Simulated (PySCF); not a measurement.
C4H11BrO3Si. Atoms are numbered in the order given.

```xyz
20

C     -2.6893    -2.3939    -0.7956
C     -2.2612    -1.0160    -0.3322
O     -0.9400    -0.7581    -0.7973
Si    -0.0425     0.5774    -0.4929
O     -0.8142     1.8902    -1.1086
Br     0.1779     0.7938     1.7386
O      1.4473     0.4409    -1.1511
C      2.4689    -0.4906    -0.8084
C      2.2180    -1.8557    -1.4270
H     -2.6628    -2.4571    -1.8943
H     -3.7143    -2.6123    -0.4566
H     -2.0159    -3.1649    -0.3902
H     -2.9455    -0.2424    -0.7235
H     -2.2845    -0.9513     0.7708
H     -0.4032     2.7525    -0.9761
H      2.5504    -0.5685     0.2909
H      3.4160    -0.0651    -1.1767
H      1.2791    -2.2893    -1.0516
H      2.1406    -1.7739    -2.5221
H      3.0451    -2.5426    -1.1855
```
Charge 0, spin multiplicity 1.

Geometry: B3LYP-D3(BJ)/def2-SVP. Other conformers were not sampled.

Calculation: TDA-PBE0/def2-SVP (PySCF 2.14.0).

Vertical excitations. Gas-phase values at a fixed geometry.

Computed UV-visible absorptions:
| state | energy (eV) | λ (nm) | f | main pairs |
|---|---|---|---|---|
| S1 | 7.77 | 160 | 0.014 | HOMO→LUMO 94 % |
| S2 | 7.85 | 158 | 0.023 | HOMO−1→LUMO 92 % |
| S3 | 8.27 | 150 | 0.017 | HOMO−2→LUMO 89 % |
| S4 | 8.39 | 148 | 0.035 | HOMO−3→LUMO 82 % |
| S5 | 8.62 | 144 | 0.026 | HOMO−4→LUMO 79 % |
| S6 | 8.86 | 140 | 0.015 | HOMO→LUMO+1 43 %, HOMO−1→LUMO+1 36 % |
| T1 | 7.29 | 170 | 0 | HOMO→LUMO 76 % |
| T2 | 7.34 | 169 | 0 | HOMO−1→LUMO 79 % |
Triplets are in the Tamm–Dancoff approximation.
